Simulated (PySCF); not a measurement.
SMILES CCC[SiH2]C#N (C₄H₉NSi), GFN2-xTB optimised geometry.

```
15

C      0.80    -2.19     0.73
C      1.14    -1.13    -0.31
C      0.51     0.22     0.00
Si    -1.39     0.22     0.00
C     -1.90     2.02     0.00
N     -2.23     3.12     0.00
H     -0.27    -2.39     0.74
H      1.10    -1.86     1.72
H      1.32    -3.12     0.51
H      2.23    -1.02    -0.36
H      0.80    -1.47    -1.30
H      0.88     0.57     0.97
H      0.87     0.95    -0.74
H     -1.98    -0.36     1.21
H     -1.94    -0.36    -1.23
```

Density from PySCF with PBE/def2-TZVP at that geometry.

Minimum of the electron density along straight lines between bonded atoms, close to the bond critical point (lines longer than 1.1 times the sum of covalent radii, or with two minima, are not listed):

```json
[
 {"bond": "C1–C2", "length / Å": "1.522", "ρ at the minimum / e bohr⁻³": "0.244", "∇²ρ there / e bohr⁻⁵": "-0.58", "position (fraction from the first atom)": "0.50"},
 {"bond": "C2–C3", "length / Å": "1.528", "ρ at the minimum / e bohr⁻³": "0.239", "∇²ρ there / e bohr⁻⁵": "-0.55", "position (fraction from the first atom)": "0.50"},
 {"bond": "C3–Si4", "length / Å": "1.902", "ρ at the minimum / e bohr⁻³": "0.118", "∇²ρ there / e bohr⁻⁵": "0.11", "position (fraction from the first atom)": "0.61"},
 {"bond": "Si4–C5", "length / Å": "1.869", "ρ at the minimum / e bohr⁻³": "0.108", "∇²ρ there / e bohr⁻⁵": "0.26", "position (fraction from the first atom)": "0.39"},
 {"bond": "C5–N6", "length / Å": "1.145", "ρ at the minimum / e bohr⁻³": "0.505", "∇²ρ there / e bohr⁻⁵": "-0.13", "position (fraction from the first atom)": "0.35"},
 {"bond": "C1–H7", "length / Å": "1.088", "ρ at the minimum / e bohr⁻³": "0.277", "∇²ρ there / e bohr⁻⁵": "-0.92", "position (fraction from the first atom)": "0.64"},
 {"bond": "C1–H8", "length / Å": "1.088", "ρ at the minimum / e bohr⁻³": "0.277", "∇²ρ there / e bohr⁻⁵": "-0.93", "position (fraction from the first atom)": "0.64"},
 {"bond": "C1–H9", "length / Å": "1.088", "ρ at the minimum / e bohr⁻³": "0.277", "∇²ρ there / e bohr⁻⁵": "-0.93", "position (fraction from the first atom)": "0.64"},
 {"bond": "C2–H10", "length / Å": "1.094", "ρ at the minimum / e bohr⁻³": "0.277", "∇²ρ there / e bohr⁻⁵": "-0.93", "position (fraction from the first atom)": "0.64"},
 {"bond": "C2–H11", "length / Å": "1.093", "ρ at the minimum / e bohr⁻³": "0.277", "∇²ρ there / e bohr⁻⁵": "-0.93", "position (fraction from the first atom)": "0.64"},
 {"bond": "C3–H12", "length / Å": "1.093", "ρ at the minimum / e bohr⁻³": "0.272", "∇²ρ there / e bohr⁻⁵": "-0.89", "position (fraction from the first atom)": "0.64"},
 {"bond": "C3–H13", "length / Å": "1.093", "ρ at the minimum / e bohr⁻³": "0.272", "∇²ρ there / e bohr⁻⁵": "-0.89", "position (fraction from the first atom)": "0.64"},
 {"bond": "Si4–H14", "length / Å": "1.466", "ρ at the minimum / e bohr⁻³": "0.125", "∇²ρ there / e bohr⁻⁵": "0.16", "position (fraction from the first atom)": "0.50"},
 {"bond": "Si4–H15", "length / Å": "1.466", "ρ at the minimum / e bohr⁻³": "0.125", "∇²ρ there / e bohr⁻⁵": "0.16", "position (fraction from the first atom)": "0.50"}
]
```
